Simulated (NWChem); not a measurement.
# C5H5N; SMILES C=C1C=CC=N1

Computed with NWChem. Pople sets run with spherical d functions. B3LYP is NWChem's, with the RPA form of VWN correlation. Each level has its own optimisation; frequencies are unscaled. Brackets give each atom's bonded neighbours.

```json
[
 {"level": "B3LYP/3-21G", "r C–C [C(CCN)–C(CHH)] (Å)": "1.337", "r C–H [C(CHH)–H(C)] (Å)": "1.083", "r C–C [C(CCH)–C(CCN)] (Å)": "1.479", "r C–N [C(CCN)–N(CC)] (Å)": "?", "highest harmonic frequency (cm⁻¹)": "3283", "lowest (cm⁻¹)": "?", "zero-point energy (kcal/mol)": "54.5", "dipole (D)": "1.97"},
 {"level": "Hartree-Fock/3-21G", "r C–C [C(CCN)–C(CHH)] (Å)": "1.317", "r C–H [C(CHH)–H(C)] (Å)": "1.071", "r C–C [C(CCH)–C(CCN)] (Å)": "1.479", "r C–N [C(CCN)–N(CC)] (Å)": "1.442", "highest harmonic frequency (cm⁻¹)": "3452", "lowest (cm⁻¹)": "243", "zero-point energy (kcal/mol)": "58.8", "dipole (D)": "2.17"},
 {"level": "B3LYP/6-31G*", "r C–C [C(CCN)–C(CHH)] (Å)": "1.344", "r C–H [C(CHH)–H(C)] (Å)": "1.085", "r C–C [C(CCH)–C(CCN)] (Å)": "1.470", "r C–N [C(CCN)–N(CC)] (Å)": "1.421", "highest harmonic frequency (cm⁻¹)": "3275", "lowest (cm⁻¹)": "215", "zero-point energy (kcal/mol)": "54.5", "dipole (D)": "1.96"}
]
```

**Question.** Complete the blanks.

**Answer.** 
- B3LYP/3-21G, r C–N [C(CCN)–N(CC)] (Å): 1.456
- B3LYP/3-21G, lowest (cm⁻¹): 219
